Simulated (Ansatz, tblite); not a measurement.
Cost and result up the ladder for BH2(iPr) (C3H9B) (13 atoms). Total charge 0; singlet. Geometry: r2SCAN-D4/def2-SVP.

```xyz
13

B    -0.315   -1.519    0.537
H    -0.045   -1.839    1.674
H    -0.768   -2.356   -0.212
C    -0.239   -0.033    0.101
C    -0.209    0.265   -1.401
C     0.674    0.897    0.904
H    -1.298    0.150    0.456
H    -0.920   -0.365   -1.957
H     0.796    0.068   -1.811
H    -0.445    1.321   -1.615
H     0.448    1.960    0.714
H     0.592    0.716    1.986
H     1.728    0.735    0.622
```

Ansatz on 4 threads of Arm Neoverse V1 on a shared host; xTB runs through tblite on one thread. Times are rough, summed over both states, and most runs start from the orbitals of an earlier one. PBE0-D4/def2-TZVP serves as the yardstick here, not as an exact answer. The other state is a triplet.

The xTB rows come from tblite.

Run but left out: PBE-D4/def2-TZVP (triplet: an occupied level 0.01 eV above an empty one).

xTB has no spin-polarisation term.

```
                            level  functions  wall time  vertical triplet (eV)  difference from PBE0-D4/def2-TZVP (eV)
                         GFN2-xTB         25    0.007 s                   5.00                                    0.09
                         GFN1-xTB         34    0.011 s                   5.17                                    0.25
                PBE0-D4/def2-TZVP        178      7.5 s                   4.91                                    0.00
r2SCAN-D4/def2-TZVP (with forces)        178      8.3 s                   4.68                                   -0.23
```
